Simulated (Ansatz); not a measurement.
C2H6AlFO2 (`C[O][Al]([F])[O]C`), relaxed with RKS PBE-D4/def2-SVP in the Gaussian-basis code of Ansatz from a rough embedded geometry. The force threshold is 0.03 eV/Å; the program also tests the step.

The species carries charge 0 and has multiplicity 1.

Start:

```xyz
12

C    -1.236   -1.414   -0.895
O    -0.056   -1.007   -1.662
Al    0.512    0.635   -1.070
F    -0.178    2.204   -1.737
O     1.737    0.770    0.340
C     1.072    0.835    1.556
H    -2.044   -0.697   -1.061
H    -0.943   -1.515    0.171
H    -1.522   -2.374   -1.350
H     0.382    1.732    1.617
H     1.803    0.916    2.348
H     0.475   -0.084    1.743
```

**Question.** How much energy does the relaxation release, and in how many steps? (Best estimate.)

**Answer.** Computed: 125.11 kJ/mol, in 12 steps, 1 of them rejected.

**Question.** Which bonds change most? (Best estimate.)

**Answer.** The calculation gave: Al3–O5 from 1.872 to 1.696 Å; Al3–F4 from 1.839 to 1.666 Å; O2–Al3 from 1.836 to 1.695 Å; C1–O2 from 1.465 to 1.400 Å.

**Question.** Give the relaxed structure. (Estimate.)

**Answer.** The calculation gave: 
```xyz
12

C    -1.280   -1.450   -0.890
O    -0.645   -0.378   -1.527
Al    0.389    0.918   -1.171
F     0.806    1.911   -2.442
O     1.048    1.306    0.343
C     1.024    0.843    1.664
H    -2.387   -1.337   -0.936
H    -1.004   -1.559    0.186
H    -1.028   -2.410   -1.395
H     0.557    1.598    2.338
H     2.060    0.669    2.035
H     0.460   -0.111    1.794
```
